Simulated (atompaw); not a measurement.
# Building the PAW (atompaw) potential for P (PBE, scalar-relativistic).

atompaw 4.2.0.5 input, output lines left out:

```
P 15
GGA-PBE scalarrelativistic loggrid 1500 logderivrange -3 5 201
3 3 0 0 0 0
3 0 1.5
3 1 3.5
0 0 0
c
c
v
c
v
1
1.75 1.70 1.60 1.60
y
-0.55
n
y
2.2
n
custom polynom vanderbiltortho sinc
bessel
1.75
1.75
1.75
1.75
```

Problem. Does the generator finish with these settings?

Solution. Yes, a potential is produced.

Problem. Estimate the cutoffs (Ry, on a coarse ladder) from which the occupation-weighted sum of valence levels, in a spherical-Bessel basis at the reference potential, stays within 10 and 1 mRy of its value at 400 Ry.

Solution. 12 Ry and 21 Ry.

Problem. What does a ghost test show?

Solution. No extra level below or beside the all-electron valence levels (s, p, d, f tested).

Problem. Is the overlap operator S = 1 + Σ q|β⟩⟨β| positive definite (Bessel basis up to 400 Ry)?

Solution. Yes: its lowest eigenvalue is 0.40 (s channel).

Problem. Which valence shell sets the plane-wave cutoff?

Solution. 3s: its level needs 18 Ry to come within 1 mRy, against 10 Ry for 3p.
